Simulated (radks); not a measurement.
Valence configurations of the silicon ion Si+ (all share [Ne]). Method: scalar-relativistic Kohn-Sham, PBEsol, spin-polarised, spherical densities, finite nucleus; open shells are filled with parallel spins first; Fermi nuclear charge, rms radius 3.1224 fm; computed with a radial shooting solver on a logarithmic mesh with Libxc functionals. Energies are relative to 3s2 3p1; eigenvalues in eV for spin up.

| valence | E (eV) | moment (Bohr magnetons) | e(3p) | e(3s) |
|---|---|---|---|---|
| 3s2 3p1 | 0.000 | 1 | -12.078 | -19.451 |
| 3p3 | 12.692 | 3 | -13.785 | - |
| 3s1 3p2 | 5.067 | 3 | -13.221 | -20.819 |
| 3s0.5 3p2.5 | 8.873 | 3 | -13.509 | -21.135 |
| 3s1.5 3p1.5 | 2.839 | 2 | -12.717 | -20.199 |

NIST lists [Ne] 3s2 3p1 as the ground configuration; this level of theory agrees among the configurations tried. The energies are those of spherical high-spin densities, not of single terms.
